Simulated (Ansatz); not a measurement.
Input file for Ansatz (a program for electronic structure): U-PBE/def2-TZVPP on CH4OSn (SMILES [CH3][Sn][OH]), a point of a bond scan (R = 3.083 Å). Elements past Kr take the def2 small-core potentials; no spin–orbit coupling.

Ansatz 0.2 input:
```yaml
crystal:
  periodic: [false, false, false]
  atoms:
    - {symbol: Sn, position_ang: [0.02238006, -0.06360862, 0.38858019]}
    - {symbol: C, position_ang: [0.41947667, 1.60722086, -0.98166041]}
    - {symbol: H, position_ang: [-0.20201734, 2.46931644, -0.72594186]}
    - {symbol: H, position_ang: [0.20079564, 1.28779189, -2.00052818]}
    - {symbol: H, position_ang: [1.46422512, 1.92099925, -0.91166492]}
    - {symbol: O, position_ang: [-0.53752719, -1.25054683, -1.13046981]}
    - {symbol: H, position_ang: [-1.37311634, -4.08600366, -0.25585816]}
basis:
  gaussian:
    orbitals: def2-TZVPP
hamiltonian:
  xc: {name: PBE}
magnetization: {spin_polarized: true, initial_magnetization: 0}
```

The head of its log:

```
WARN ansatz: RAYON_NUM_THREADS=1 ignored (pool sized by the plan → 1); use --threads N
Functional definition: PBE
integrals: 0.06 GiB planned
955 factors; their error is unknown
mean field: 0.65 GiB planned
mean field evaluation 1: about -8941.7851 eV, gradient 7.7e1 eV
mean field evaluation 2: about -8713.0772 eV, gradient 1.6e2 eV
```

Task: Predict the final total energy.

Result: -329.7991 hartree. Its determinant has ⟨S²⟩ = 1.00, a mixture of spin states.
